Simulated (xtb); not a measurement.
C$_{2}$H$_{5}$S (SMILES [CH2]SC), doublet, at a GFN2-xTB geometry, atoms displaced at random by about 0.1 Å a coordinate. Base run: GFN2-xTB in xtb.

The xtb input:
```
$ xtb mol.xyz --gfn 2 --uhf 1 --opt --json

# file mol.xyz
8

C      1.45683442    -0.07071903    -0.35352097
S     -0.07600970    -0.26761038     0.53147094
C     -1.50191326     0.39699650    -0.51554249
H      2.26737997    -0.13894824     0.22410141
H      1.42344486     0.71523780    -0.91761556
H     -1.03938120     1.50087381    -0.77244226
H     -1.05922567    -0.29392747    -1.49094983
H     -2.08866974     0.30205546    -0.01427761
```

The base run was repeated with changes; each row names its change, and settings that it needs were set with it.

```
change               ΔE vs base (kJ/mol)  optimiser steps
-------------------  -------------------  ---------------
base                                0.00               13
engine = lbfgs                      0.00                -
opt level = tight                  -0.01               16
engine = inertial                   0.22                -
opt level = vtight                 -0.01               22
alpb = ch2cl2                     -15.18               13
alpb = acetonitrile               -13.48               13
opt level = extreme                -0.01               23
opt level = lax                     0.02               11
opt level = crude                   0.51                8
```
